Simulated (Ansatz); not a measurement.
A calculation with Ansatz (development build ahead of 0.2.0).

```yaml
crystal:
  periodic: [false, false, false]
  atoms:
    - { symbol: Zr, position_ang: [0.0, 0.0, 0.0] }
    - { symbol: F, position_ang: [1.00664, 1.00664, 1.00664] }
    - { symbol: F, position_ang: [1.00664, -1.00664, -1.00664] }
    - { symbol: F, position_ang: [-1.00664, 1.00664, -1.00664] }
    - { symbol: F, position_ang: [-1.00664, -1.00664, 1.00664] }
basis:
  gaussian: { orbitals: def2-TZVP }
hamiltonian:
  xc: hf
```

The input is written out in the form of the current development build from the run's settings. The basis set brings a core potential for Zr, so the total leaves out those core electrons.

Results

```json
{
  "Converged": "yes",
  "Total energy": "-444.73810 hartree",
  "Spin squared of the determinant": "0.000"
}
```

Caution: no unrestricted run beside it, a lower state can exist; other spin multiplicities were not run.
